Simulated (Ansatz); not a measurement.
Consider the formal exchange of groups at the Si–Te bond: `O=C[Te][SiH3]` + `[CH3][SbH][CH3]` → `[CH3][Sb]([CH3])[SiH3]` + `O=C[TeH]`.

Calculated with Ansatz (gas phase, PBE0-D4/def2-TZVP geometries, no zero-point term in ΔE). CBS: MP2 limit from def2 TZ/QZ plus the TZ coupled-cluster correction, frozen cores. DFT in def2-TZVPP. B3LYP here is the variant with VWN-RPA as its local correlation; programs differ in this. def2 core potentials past Kr. For Sb, Te outer-core shells are correlated without core-valence functions, which leaves a few kJ/mol of doubt a bond. One conformer a species, not always the lowest.

```json
{"level": "PBE-D4", "ΔE (kcal/mol)": "5.6", "difference from CCSD(T)/CBS": "-0.7"}
{"level": "r2SCAN-D4", "ΔE (kcal/mol)": "6.4", "difference from CCSD(T)/CBS": "0.1"}
{"level": "PBE0-D4", "ΔE (kcal/mol)": "5.9", "difference from CCSD(T)/CBS": "-0.4"}
{"level": "B3LYP-D4", "ΔE (kcal/mol)": "5.7", "difference from CCSD(T)/CBS": "-0.6"}
{"level": "PBE", "ΔE (kcal/mol)": "6.0", "difference from CCSD(T)/CBS": "-0.3"}
{"level": "PBE0", "ΔE (kcal/mol)": "6.3", "difference from CCSD(T)/CBS": "0.0"}
{"level": "B3LYP", "ΔE (kcal/mol)": "6.4", "difference from CCSD(T)/CBS": "0.1"}
{"level": "HF/def2-TZVPP", "ΔE (kcal/mol)": "7.2", "difference from CCSD(T)/CBS": "0.9"}
{"level": "SCS-MP2/def2-TZVPP", "ΔE (kcal/mol)": "6.7", "difference from CCSD(T)/CBS": "0.4"}
{"level": "CCSD/def2-TZVPP", "ΔE (kcal/mol)": "6.0", "difference from CCSD(T)/CBS": "-0.3"}
{"level": "CCSD(T)/def2-TZVPP", "ΔE (kcal/mol)": "6.1", "difference from CCSD(T)/CBS": "-0.2"}
{"level": "HF/def2-QZVPP", "ΔE (kcal/mol)": "7.3", "difference from CCSD(T)/CBS": "1.0"}
{"level": "SCS-MP2/def2-QZVPP", "ΔE (kcal/mol)": "6.9", "difference from CCSD(T)/CBS": "0.6"}
{"level": "HF/CBS(def2)", "ΔE (kcal/mol)": "7.3", "difference from CCSD(T)/CBS": "1.0"}
{"level": "MP2/CBS(def2)", "ΔE (kcal/mol)": "7.0", "difference from CCSD(T)/CBS": "0.7"}
{"level": "CCSD/CBS(def2)", "ΔE (kcal/mol)": "6.2", "difference from CCSD(T)/CBS": "-0.1"}
{"level": "CCSD(T)/CBS", "ΔE (kcal/mol)": "6.3", "difference from CCSD(T)/CBS": "0"}
```

Largest T1 diagnostic among the species: 0.016.
